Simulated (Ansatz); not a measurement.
The first iterations of a band of CHF$_{2}$NSi (6 atoms, charge 0, multiplicity 1).

Computed with RKS B3LYP-D4/cc-pVDZ in Ansatz 0.2.0.

```
movable images  : 3
climbing image  : no
spring          : 5.0 eV/Å²
optimiser       : quadratic models (default)
start path      : through a guess of the saddle point
force threshold : 0.05 eV/Å
iteration limit : 60
end points      : relaxed
```

Initial state:

```xyz
6
Properties=species:S:1:pos:R:3
N 0.367 -2.329 0.731
C 0.196 -1.234 0.380
Si -0.076 0.528 -0.120
F -1.430 0.573 -1.023
F 1.183 0.968 -1.052
H -0.199 1.430 1.038
```

Final state:

```xyz
6
Properties=species:S:1:pos:R:3
N 0.438 -2.510 1.432
C 0.003 -1.546 0.959
Si -0.216 2.162 -1.299
F -1.040 1.055 -0.350
F 1.259 1.421 -1.304
H -0.402 -0.646 0.517
```

| iteration | highest image above the first end (eV) | largest band force component (eV/Å) |
| --- | --- | --- |
| 1 | 12.656 | 51.925 |
| 2 | 4.838 | 15.404 |
| 3 | 3.932 | 7.396 |
| 4 | 3.490 | 3.323 |
| 5 | 3.038 | 5.855 |
| 6 | 2.728 | 3.958 |
| 7 | 2.550 | 2.636 |
| 8 | 2.306 | 1.567 |
| 9 | 2.197 | 2.692 |
| 10 | 2.069 | 2.138 |

Q: Does the band converge within its limit, and where does its top end?

A: The run converged. It ended after 31 iterations with the highest image 2.185 eV above the first end. Neighbouring images differ by up to 2.2 eV, so the band resolves the path poorly. No image climbed, so the highest image needn't sit at the top of the path. A band with more images between the same ends climbed to 3.63 eV, so this one has probably stepped over the top. So few images can step over the top or miss a turn of the path. The orbitals stay closed-shell, which can raise the energy where a bond breaks towards radicals; this wasn't checked here.

Run time: 4.4 min on 1 thread of Arm Neoverse V1, with other jobs on the host, peak memory 0.15 GiB.
